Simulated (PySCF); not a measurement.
CH$_{6}$AlBN, AlBH$_{3}$N$_{2}$, BFH$_{4}$NO, AlBH$_{4}$N and others (calculated)

Computed with PySCF 2.14.0. Calculation on a computer-drawn molecule: the log of a Hartree-Fock and frozen-core CCSD(T) single point meant for a local Hartree-Fock minimum, with one planted fault or none, to be diagnosed. Offsets are logged minus clean, where the clean run is the same molecule without the fault. The reference is restricted for singlets and unrestricted otherwise, and also for a bond in bohr or an excited solution. Adding or removing an electron swaps singlet and doublet. The excited solution moves the top pair (singlet) or top alpha electron (doublet) to the lowest empty orbital. Highest occupied and lowest empty are orbital energies over both spins, largest force is the largest gradient component, triples share is (T) over the correlation energy, the T1 limit is 0.02 restricted and 0.045 unrestricted, electrons count all cores, a negative frequency is imaginary (commonest isotopes), and the dipole is about the centre of nuclear charge.

Common to all runs: logged SCF converged yes; logged CC converged yes; logged SCF stable within its kind yes; possible faults no fault, one electron removed, one electron added, multiplicity raised by two, geometry at a saddle point, SCF held on an excited solution, minimal basis STO-3G, one bond length entered in bohr, all coordinates scaled.

(1) 
```xyz
10
formula=CH6AlBN meant_charge=1 meant_multiplicity=1 meant_basis=cc-pV(D+d)Z logged_electrons=36 logged_basis_functions=95 logged_spin_squared=2.0225 logged_highest_occupied=-10.875 logged_lowest_empty=-7.1173 logged_largest_force=0.066261 logged_T1_diagnostic=0.020301 logged_D1_diagnostic=0.08823 logged_triples_share=0.027357 logged_dipole_magnitude=1.4129 logged_energy_HF=-362.02731 logged_energy_CCSD(T)=-362.50495 planted_fault=multiplicity_raised_by_two HF_energy_offset_from_clean_run=120.5 CCSD(T)_energy_offset_from_clean_run=131.2
N     -1.6500     1.6996     1.7111
B     -1.1924     0.4626     1.5365
C     -0.7591    -0.9269     1.3886
Al    -2.0555    -2.2699     2.2762
H     -2.5040     1.9011     2.2045
H     -1.1709     2.5129     1.3614
H     -0.7215    -1.2430     0.3401
H      0.2028    -1.1187     1.8770
H     -1.5990    -3.7507     2.1318
H     -3.3076    -1.6340     2.9668
```

Units: logged_highest_occupied, logged_lowest_empty in eV; logged_largest_force in hartree/bohr; logged_dipole_magnitude in debye; logged_energy_HF, logged_energy_CCSD(T) in hartree; HF_energy_offset_from_clean_run, CCSD(T)_energy_offset_from_clean_run in kcal/mol.

Drawn bonds:
```
atom  other atom  order
   1           2      1
   2           3      1
   3           4      1
   1           5      1
   1           6      1
   3           7      1
   3           8      1
   4           9      1
   4          10      1
```

(2) 
```xyz
7
formula=AlBH3N2 meant_charge=1 meant_multiplicity=1 meant_basis=cc-pV(D+d)Z logged_electrons=34 logged_basis_functions=80 logged_spin_squared=2.0381 logged_highest_occupied=-9.9843 logged_lowest_empty=-6.4547 logged_largest_force=0.097801 logged_T1_diagnostic=0.066567 logged_D1_diagnostic=0.34655 logged_triples_share=0.032055 logged_dipole_magnitude=5.9365 logged_energy_HF=-376.9422 logged_energy_CCSD(T)=-377.39634 planted_fault=multiplicity_raised_by_two HF_energy_offset_from_clean_run=103.8 CCSD(T)_energy_offset_from_clean_run=118.9
N     -0.0300     0.3951     1.0131
B      0.4824    -0.4000     0.0446
N      0.9704    -1.1571    -0.8782
Al     1.5989    -2.1347    -2.0663
H     -0.2541     1.3592     0.8574
H     -0.2141     0.0654     1.9411
H      2.1804    -3.0386    -3.1652
```

Units: logged_highest_occupied, logged_lowest_empty in eV; logged_largest_force in hartree/bohr; logged_dipole_magnitude in debye; logged_energy_HF, logged_energy_CCSD(T) in hartree; HF_energy_offset_from_clean_run, CCSD(T)_energy_offset_from_clean_run in kcal/mol.

Drawn bonds:
```
atom  other atom  order
   1           2      1
   2           3      1
   3           4      2
   1           5      1
   1           6      1
   4           7      1
```

Notes: T1 above single-reference limit.

(3) 
```xyz
8
formula=BFH4NO meant_charge=-1 meant_multiplicity=1 meant_basis=aug-cc-pVDZ logged_electrons=34 logged_basis_functions=128 logged_spin_squared=2.0084 logged_highest_occupied=0.27861 logged_lowest_empty=3.3395 logged_largest_force=0.07273 logged_T1_diagnostic=0.02117 logged_D1_diagnostic=0.095666 logged_triples_share=0.027237 logged_dipole_magnitude=9.215 logged_energy_HF=-255.80808 logged_energy_CCSD(T)=-256.52215 planted_fault=multiplicity_raised_by_two HF_energy_offset_from_clean_run=74.53 CCSD(T)_energy_offset_from_clean_run=100.6
N     -0.0931    -0.3228     1.1221
B     -1.3688    -1.0234     1.5599
O     -1.0567    -1.9498     2.6537
F     -1.9496    -1.8472     0.4596
H     -0.2673     0.2644     0.3261
H      0.5937    -1.0008     0.8364
H     -2.2572    -0.1879     1.8477
H     -1.7809    -2.5427     2.7455
```

Units: logged_highest_occupied, logged_lowest_empty in eV; logged_largest_force in hartree/bohr; logged_dipole_magnitude in debye; logged_energy_HF, logged_energy_CCSD(T) in hartree; HF_energy_offset_from_clean_run, CCSD(T)_energy_offset_from_clean_run in kcal/mol.

Drawn bonds:
```
atom  other atom  order
   1           2      1
   2           3      1
   2           4      1
   1           5      1
   1           6      1
   2           7      1
   3           8      1
```

Notes: highest electron not bound in this basis.

(4) 
```xyz
7
formula=AlBH4N meant_charge=1 meant_multiplicity=1 meant_basis=cc-pV(D+d)Z logged_electrons=28 logged_basis_functions=23 logged_spin_squared=0 logged_highest_occupied=-14.357 logged_lowest_empty=0.63931 logged_largest_force=0.033878 logged_T1_diagnostic=0.023167 logged_D1_diagnostic=0.083071 logged_triples_share=0.0221 logged_dipole_magnitude=3.1085 logged_energy_HF=-319.32397 logged_energy_CCSD(T)=-319.48379 planted_fault=minimal_basis_STO-3G HF_energy_offset_from_clean_run=2405 CCSD(T)_energy_offset_from_clean_run=2521
N     -2.1393     0.6045    -1.1516
B     -1.0188     0.9278    -1.8624
Al    -0.5656     2.9763    -2.4594
H     -2.3213    -0.3483    -0.8909
H     -2.8500     1.2326    -0.8358
H     -0.2083     0.1256    -2.2090
H     -0.1654     4.4054    -2.9252
```

Units: logged_highest_occupied, logged_lowest_empty in eV; logged_largest_force in hartree/bohr; logged_dipole_magnitude in debye; logged_energy_HF, logged_energy_CCSD(T) in hartree; HF_energy_offset_from_clean_run, CCSD(T)_energy_offset_from_clean_run in kcal/mol.

Drawn bonds:
```
atom  other atom  order
   1           2      1
   2           3      1
   1           4      1
   1           5      1
   2           6      1
   3           7      1
```

Notes: T1 above single-reference limit.

(5) 
```xyz
9
formula=Al2BH5N meant_charge=1 meant_multiplicity=1 meant_basis=cc-pV(D+d)Z logged_electrons=43 logged_basis_functions=99 logged_spin_squared=0.7677 logged_highest_occupied=-5.5753 logged_lowest_empty=0.87487 logged_largest_force=0.027495 logged_T1_diagnostic=0.023299 logged_D1_diagnostic=0.099732 logged_triples_share=0.030685 logged_dipole_magnitude=3.104 logged_energy_HF=-565.85385 logged_energy_CCSD(T)=-566.28948 planted_fault=one_electron_added HF_energy_offset_from_clean_run=-118.3 CCSD(T)_energy_offset_from_clean_run=-128.3
N     -0.7172    -2.1874     2.2488
B      0.2097    -1.3996     1.6051
Al     0.2707    -1.2580    -0.5555
Al     2.2454     0.3831    -1.5488
H     -1.4178    -2.7430     1.8020
H     -0.7485    -2.2554     3.2487
H      1.0034    -0.7759     2.2537
H     -0.4710    -1.8038    -1.8272
H      3.3675     1.3165    -2.1237
```

Units: logged_highest_occupied, logged_lowest_empty in eV; logged_largest_force in hartree/bohr; logged_dipole_magnitude in debye; logged_energy_HF, logged_energy_CCSD(T) in hartree; HF_energy_offset_from_clean_run, CCSD(T)_energy_offset_from_clean_run in kcal/mol.

Drawn bonds:
```
atom  other atom  order
   1           2      1
   2           3      1
   3           4      1
   1           5      1
   1           6      1
   2           7      1
   3           8      1
   4           9      1
```

(6) 
```xyz
9
formula=Al2BH5N meant_charge=0 meant_multiplicity=2 meant_basis=cc-pV(D+d)Z logged_electrons=43 logged_basis_functions=99 logged_spin_squared=1.4235 logged_highest_occupied=-6.7931 logged_lowest_empty=0.53869 logged_largest_force=0.022043 logged_T1_diagnostic=0.061689 logged_D1_diagnostic=0.25527 logged_triples_share=0.036568 logged_dipole_magnitude=3.3333 logged_energy_HF=-565.76102 logged_energy_CCSD(T)=-566.19205 planted_fault=one_bond_length_entered_in_bohr,row_6_of_the_drawn_bonds HF_energy_offset_from_clean_run=69.44 CCSD(T)_energy_offset_from_clean_run=69.48
N     -0.1245    -1.9909    -0.8141
B     -1.1932    -1.3301    -0.2119
Al    -1.0538     0.2271     1.2788
Al    -1.1960     0.5334     3.8303
H      0.8366    -1.8257    -0.6012
H     -0.2535    -2.6923    -1.5154
H     -3.2771    -1.9324    -0.9341
H      0.1222     0.6069     4.7168
H     -2.5725     0.8743     4.5478
```

Units: logged_highest_occupied, logged_lowest_empty in eV; logged_largest_force in hartree/bohr; logged_dipole_magnitude in debye; logged_energy_HF, logged_energy_CCSD(T) in hartree; HF_energy_offset_from_clean_run, CCSD(T)_energy_offset_from_clean_run in kcal/mol.

Drawn bonds:
```
atom  other atom  order
   1           2      1
   2           3      1
   3           4      1
   1           5      1
   1           6      1
   2           7      1
   4           8      1
   4           9      1
```

Notes: T1 above single-reference limit.

(7) 
```xyz
9
formula=AlBH5N2 meant_charge=0 meant_multiplicity=2 meant_basis=cc-pV(D+d)Z logged_electrons=37 logged_basis_functions=90 logged_spin_squared=1.7263 logged_highest_occupied=-7.2903 logged_lowest_empty=1.351 logged_largest_force=0.02312 logged_T1_diagnostic=0.046184 logged_D1_diagnostic=0.26857 logged_triples_share=0.032007 logged_dipole_magnitude=6.0971 logged_energy_HF=-378.28771 logged_energy_CCSD(T)=-378.78753 planted_fault=one_bond_length_entered_in_bohr,row_8_of_the_drawn_bonds HF_energy_offset_from_clean_run=95.86 CCSD(T)_energy_offset_from_clean_run=112.3
N     -2.4792    -1.2451    -0.0756
B     -1.5802    -0.2120    -0.1584
Al    -0.2730     1.3538    -0.2684
N      1.2484     1.2345    -1.1714
H     -2.4580    -1.9364     0.6490
H     -3.2265    -1.3785    -0.7292
H     -0.5808     2.7267     0.4566
H      1.5784     0.4357    -1.6792
H      2.5116     2.6397    -1.3158
```

Units: logged_highest_occupied, logged_lowest_empty in eV; logged_largest_force in hartree/bohr; logged_dipole_magnitude in debye; logged_energy_HF, logged_energy_CCSD(T) in hartree; HF_energy_offset_from_clean_run, CCSD(T)_energy_offset_from_clean_run in kcal/mol.

Drawn bonds:
```
atom  other atom  order
   1           2      1
   2           3      1
   3           4      1
   1           5      1
   1           6      1
   3           7      1
   4           8      1
   4           9      1
```

Notes: T1 above single-reference limit.

(8) 
```xyz
10
formula=C2H6NSi meant_charge=0 meant_multiplicity=2 meant_basis=cc-pV(D+d)Z logged_electrons=39 logged_basis_functions=95 logged_spin_squared=3.7729 logged_highest_occupied=-5.132 logged_lowest_empty=0.63864 logged_largest_force=0.17712 logged_T1_diagnostic=0.023503 logged_D1_diagnostic=0.13346 logged_triples_share=0.027159 logged_dipole_magnitude=1.5757 logged_energy_HF=-422.43211 logged_energy_CCSD(T)=-422.98501 planted_fault=multiplicity_raised_by_two HF_energy_offset_from_clean_run=84.52 CCSD(T)_energy_offset_from_clean_run=106
N      0.0601    -0.1271    -1.6000
C      0.8450     0.1934    -0.5096
C      2.1898     0.0958    -0.4066
Si     3.4155    -0.2872    -1.7257
H     -0.7913     0.3929    -1.6727
H      0.5306    -0.1964    -2.4802
H      0.2631     0.4969     0.3546
H      2.5953     0.3535     0.5674
H      2.8464    -1.0789    -2.8471
H      4.6136    -0.9646    -1.1762
```

Units: logged_highest_occupied, logged_lowest_empty in eV; logged_largest_force in hartree/bohr; logged_dipole_magnitude in debye; logged_energy_HF, logged_energy_CCSD(T) in hartree; HF_energy_offset_from_clean_run, CCSD(T)_energy_offset_from_clean_run in kcal/mol.

Drawn bonds:
```
atom  other atom  order
   1           2      1
   2           3      1
   3           4      2
   1           5      1
   1           6      1
   2           7      1
   3           8      1
   4           9      1
   4          10      1
```

(9) 
```xyz
10
formula=C2H6NSi meant_charge=0 meant_multiplicity=2 meant_basis=cc-pV(D+d)Z logged_electrons=40 logged_basis_functions=95 logged_spin_squared=0 logged_highest_occupied=0.05175 logged_lowest_empty=8.7286 logged_largest_force=0.046577 logged_T1_diagnostic=0.014049 logged_D1_diagnostic=0.048825 logged_triples_share=0.033095 logged_dipole_magnitude=6.5554 logged_energy_HF=-422.52818 logged_energy_CCSD(T)=-423.15062 planted_fault=one_electron_added HF_energy_offset_from_clean_run=24.24 CCSD(T)_energy_offset_from_clean_run=2.097
N      0.0601    -0.1271    -1.6000
C      0.8450     0.1934    -0.5096
C      2.1898     0.0958    -0.4066
Si     3.4155    -0.2872    -1.7257
H     -0.7913     0.3929    -1.6727
H      0.5306    -0.1964    -2.4802
H      0.2631     0.4969     0.3546
H      2.5953     0.3535     0.5674
H      2.8464    -1.0789    -2.8471
H      4.6136    -0.9646    -1.1762
```

Units: logged_highest_occupied, logged_lowest_empty in eV; logged_largest_force in hartree/bohr; logged_dipole_magnitude in debye; logged_energy_HF, logged_energy_CCSD(T) in hartree; HF_energy_offset_from_clean_run, CCSD(T)_energy_offset_from_clean_run in kcal/mol.

Drawn bonds:
```
atom  other atom  order
   1           2      1
   2           3      1
   3           4      2
   1           5      1
   1           6      1
   2           7      1
   3           8      1
   4           9      1
   4          10      1
```

Notes: highest electron not bound in this basis.

(10) 
```xyz
8
formula=CH4AlClN meant_charge=0 meant_multiplicity=2 meant_basis=cc-pV(D+d)Z logged_electrons=47 logged_basis_functions=32 logged_spin_squared=0.762 logged_highest_occupied=-5.9294 logged_lowest_empty=6.7141 logged_largest_force=0.064142 logged_T1_diagnostic=0.018733 logged_D1_diagnostic=0.088344 logged_triples_share=0.015089 logged_dipole_magnitude=3.8237 logged_energy_HF=-787.11015 logged_energy_CCSD(T)=-787.26217 planted_fault=minimal_basis_STO-3G HF_energy_offset_from_clean_run=5652 CCSD(T)_energy_offset_from_clean_run=5901
N     -0.2109    -0.6769     1.3019
C     -0.7826    -0.4825     0.0595
Al     0.0162    -0.8527    -1.6261
Cl    -1.1659    -0.5787    -3.3680
H      0.7857    -0.7474     1.3500
H     -0.5966    -0.1733     2.0760
H     -1.8184    -0.1563     0.1286
H      1.5044    -1.3260    -1.8017
```

Units: logged_highest_occupied, logged_lowest_empty in eV; logged_largest_force in hartree/bohr; logged_dipole_magnitude in debye; logged_energy_HF, logged_energy_CCSD(T) in hartree; HF_energy_offset_from_clean_run, CCSD(T)_energy_offset_from_clean_run in kcal/mol.

Drawn bonds:
```
atom  other atom  order
   1           2      1
   2           3      1
   3           4      1
   1           5      1
   1           6      1
   2           7      1
   3           8      1
```
